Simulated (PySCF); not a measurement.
**HMoO₂ + 3 HF → MoF₃ + 2 H₂O**

Level: PBE0 in the def2-TZVP basis family, computed in PySCF with density fitting; scalar-relativistic core potentials for atoms from Rb on, none lighter, no spin–orbit coupling; open shells unrestricted.

```csv
species,state and structure,ZPE (kJ/mol),H(298 K) − H(0) (kJ/mol),S° (J/(mol K))
HMoO₂,"doublet, Cs, Mo–H 1.715 Å, Mo–O 1.673 Å (×2); H–Mo–O 107.2° (×2), O–Mo–O 111.4°",32.8,12.0,283.2
HF,"singlet, C∞v, H–F 0.920 Å",24.9,8.7,173.6
MoF₃,"quartet, D3h, Mo–F 1.850 Å (×3)",15.4,15.7,312.4
H₂O,"singlet, C2v, O–H 0.960 Å (×2); H–O–H 105.1°",56.5,9.9,188.7
```

**Question.** Is the gas-phase reaction uphill or downhill in electronic energy at this level, and by how much?

**Answer.** At PBE0/def2-TZVP, ΔE = -248.5 kJ/mol, downhill. Ligand exchange with HF takes part in thermal etching.

**Question.** Add zero-point, thermal and entropy terms for 298.15 K and 1 bar.

**Answer.** ΔZPE = 20.9 and Δ[H(298) − H(0)] = -2.6 kJ/mol give ΔH° = -230.2 kJ/mol. ΔS° = -114.2 J/(mol K), so ΔG° = -230.2 − 298.15 × (-0.1142) = -196 kJ/mol. ΔG° would change sign near 2020 K if ΔH° and ΔS° stayed fixed.

Open d or f shells are single determinants, so the state found may not be the ground state. Only the bonding shown was studied: isomers, or loss of a ligand pair, can lie lower.
